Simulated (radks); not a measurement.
Question: Ionisation of the antimony ion Sb3+, [Kr] 4d10 5s2, to [Kr] 4d10 5s1 as the strength of local exchange is varied. All-electron calculation, scalar-relativistic Kohn-Sham, Slater X-alpha exchange (alpha = 2/3 is LDA exchange), no correlation, spin-polarised, spherical densities, finite nucleus; Fermi nuclear charge, rms radius 4.6802 fm. Program: a radial shooting solver on a logarithmic mesh with Libxc functionals.

| alpha | E(Sb3+) (hartree) | exchange (hartree) | IE (eV) | -e of the level emptied (eV) | <r> of it (bohr) |
|---|---|---|---|---|---|
| 0.626 | -6459.50880 | -149.03043 | 42.439 | 37.462 (5s) | 2.038 |
| 0.667 | -6469.29973 | -159.01799 | 42.975 | 38.022 (5s) | 2.026 |
| 0.674 | -6470.97275 | -160.72596 | 43.066 | 38.118 (5s) | 2.024 |
| 0.73 | -6484.37159 | -174.41890 | 43.802 | 38.890 (5s) | 2.007 |
| 0.889 | -6522.55685 | -213.57952 | 45.915 | 41.117 (5s) | 1.963 |
| 0.901 | -6525.44728 | -216.55198 | 46.077 | 41.287 (5s) | 1.960 |
| 1.034 | -6557.56298 | -249.65579 | 47.876 | 43.193 (5s) | 1.925 |
| x | -6481.73762 | -171.72512 | 43.657 | 38.738 (5s) | 2.011 |

Which alpha was used in the last row?

Answer: alpha = 0.719. NIST Atomic Spectra Database: 43.80 eV (measured). The Delta-SCF value meets it near alpha = 0.73.
